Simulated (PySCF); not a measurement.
# What a mistake does to a calculation on BGeH6NSi

All numbers below are calculated, not measured. They come from PySCF 2.14.0, an open-source quantum chemistry program, on an isolated molecule that a program drew, which may never have been made. The molecule is BGeH6NSi (charge 0, singlet), drawn as the SMILES string `N[BH][Ge][SiH3]`.

Each row is a Hartree-Fock (HF) and frozen-core CCSD(T) single point in the cc-pV(D+d)Z basis, meant for a local HF minimum. Run 1 is clean. Each other run has one planted mistake out of seven kinds, and not every kind appears here: one electron removed, one electron added, multiplicity raised by two, geometry at a saddle point, minimal basis STO-3G, one bond length entered in bohr, all coordinates scaled. The reference is restricted for singlets and unrestricted otherwise, and also for a bond in bohr. Adding or removing an electron swaps singlet and doublet. Electrons count all cores. HOMO and LUMO are orbital energies over both spins, the gradient is its largest component, and the lowest frequency (negative if imaginary) is given only where the gradient is small. Bond lengths are over the 9 bonds as drawn. T1 is the CCSD diagnostic: over 0.02 (restricted) or 0.045 (unrestricted) a single reference is doubtful. Germanium has the cc-pVDZ-PP basis, with a core potential (ECP10MDF) in place of its 10 inner electrons, and its 3s, 3p and 3d shells are frozen in CCSD(T).

Geometry of the clean run:
```xyz
10
BGeH6NSi, angstrom
N    -1.5326    1.5357   -0.5517
B    -0.3342    1.3293    0.1250
Ge    0.3500    2.2997    1.8719
Si    1.5520    4.0451    0.5990
H    -1.7917    1.0039   -1.3576
H    -2.2130    2.2212   -0.2993
H     0.3970    0.4596   -0.2893
H     0.5248    5.0790    0.2840
H     2.1536    3.5966   -0.6837
H     2.6230    4.7022    1.3899
```

| run | electrons | basis functions | <S^2> | HOMO (eV) | LUMO (eV) | gradient (hartree/bohr) | lowest frequency (cm^-1) | mean bond (Å) | longest bond (Å) | T1 | HF (hartree) | CCSD(T) (hartree) | mistake |
|---|---|---|---|---|---|---|---|---|---|---|---|---|---|
| 1 | 64 | 104 | 0.000 | -8.03 | 0.36 | 1.7e-05 | 63 | 1.5162 | 2.472 | 0.0159 | -664.94747 | -665.45629 | no fault |
| 2 | 63 | 104 | 0.767 | -14.76 | -6.11 | 3.6e-02 | - | 1.5162 | 2.472 | 0.0204 | -664.68860 | -665.17169 | one electron removed |
| 3 | 64 | 104 | 1.165 | -8.28 | 0.38 | 8.8e-03 | - | 1.6636 | 2.818 | 0.0512 | -664.84999 | -665.34304 | one bond length entered in bohr |
| 4 | 65 | 104 | 0.762 | -1.23 | 7.10 | 2.0e-02 | - | 1.5162 | 2.472 | 0.0162 | -664.96235 | -665.48295 | ? |
| 5 | 64 | 104 | 0.000 | -8.15 | 0.19 | 4.2e-02 | - | 1.6132 | 2.630 | 0.0176 | -664.91731 | -665.43515 | ? |

**Which mistake was planted in run 4, and what did it cost?**

It counts 65 electrons, one more than the clean run, at the same geometry and basis. So the mistake is: one electron added. Subtracting run 1 and multiplying by 627.51 kcal/mol a hartree, the energy moved by -9.3 kcal/mol in HF and -16.7 kcal/mol in CCSD(T).

**Which mistake was planted in run 5, and what did it cost?**

The mean and the longest bond both change by the same factor, 1.064, and the gradient is no longer small. So the mistake is: all coordinates scaled. Subtracting run 1 and multiplying by 627.51 kcal/mol a hartree, the energy moved by 18.9 kcal/mol in HF and 13.3 kcal/mol in CCSD(T).

Cautions from the logs. Run 3: T1 is over the limit, so its CCSD(T) energy is less reliable.
